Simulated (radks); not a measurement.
Values are calculated unless marked as measured or tabulated.
Question: Radial electron density D(r) = 4 pi r^2 rho(r) of an atom or ion with 15 electrons. Level of theory: non-relativistic Kohn-Sham, LB94 model potential, spin-polarised, spherical densities, point nucleus (a radial shooting solver on a logarithmic mesh with Libxc functionals).

```
   r/bohr * D(r) (the largest magnitude, 69.5, reaches the edge; | marks zero)
 0.002309 |  *
 0.002888 |    *
 0.003585 |      *
 0.004449 |        *
 0.005566 |            *
 0.006908 |                 *
 0.008642 |                       *
  0.01073 |                              *
  0.01342 |                                    *
  0.01665 |                                          *
  0.02083 |                                             *
  0.02586 |                                             *
  0.03235 |                                          *
  0.04015 |                                       *
  0.05023 |                                       *
  0.06234 |                                           *
  0.07737 |                                                  *
   0.0968 |                                                      *
   0.1201 |                                                *
   0.1503 |                                 *
   0.1865 |                    *
   0.2334 |               *
   0.2896 |                *
   0.3624 |             *
   0.4497 |      *
   0.5626 | *
   0.6983 *
   0.8736 *
    1.084 *
```

What is the nuclear charge?

Answer: Z = 47. The innermost maximum, from 1s, lies near 1/Z = 0.0213 bohr (found: 0.0231), and its height grows with Z. The density is that of the silver ion Ag32+ in [Ne] 3s2 3p3; the configuration itself is not fixed sharply by these data, and Z only to a few units. D(r) has 3 maxima, at r = 0.0231, 0.0953, 0.287 bohr, and minima at 0.0460, 0.237 bohr, inside which lie 2.06, 10.61 electrons.
